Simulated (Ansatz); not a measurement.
**Worked example: C2H2 + GeH3(SnH2) → C2H + GeH3(SnH3)**

Species: C2H2 (acetylene) `C#C`, singlet; GeH3(SnH2), doublet; C2H `[C]#C`, doublet; GeH3(SnH3), singlet. A radical takes H: the energy is the difference in strength between the C–H bond broken and the Sn–H bond made.

Shapes, held fixed at every level: PBE0-D4/def2-TZVP. Programs: Ansatz 0.2.0. The zero-point and thermal change to 298 K, harmonic and unscaled (PBE0-D4/def2-TZVP), is -10.2 kJ/mol.

At B2PLYP/def2-TZVPP; 1 Eh = 2625.50 kJ/mol:

```
   species   energy (Eh)
      C2H2    -77.292867
GeH3(SnH2)  -2293.677940
       C2H    -76.570478
GeH3(SnH3)  -2294.298588
```

Task: Work out ΔH(298 K) of the reaction at this level.

Result: 
1. Products less reactants: (-76.570478) + (-2294.298588) − [(-77.292867) + (-2293.677940)] = 0.101741 Eh = +267.1 kJ/mol.
2. With the thermal change: +267.1 + (-10.2) = +256.9 kJ/mol.

Other levels give +244.2 (r2SCAN0-D4/def2-TZVPP) to +260.3 kJ/mol (wB97M-V/def2-TZVPP). No measured value is set beside it here. Spin contamination: C2H (⟨S²⟩ up to 1.11). Open shells run unrestricted unless RO is named. For atoms past krypton def2 sets carry core potentials with scalar relativity. Relativity is left out for Ge unless named. Correlated rows may include outer-core shells of Ge, Sn, which these sets cover unevenly.
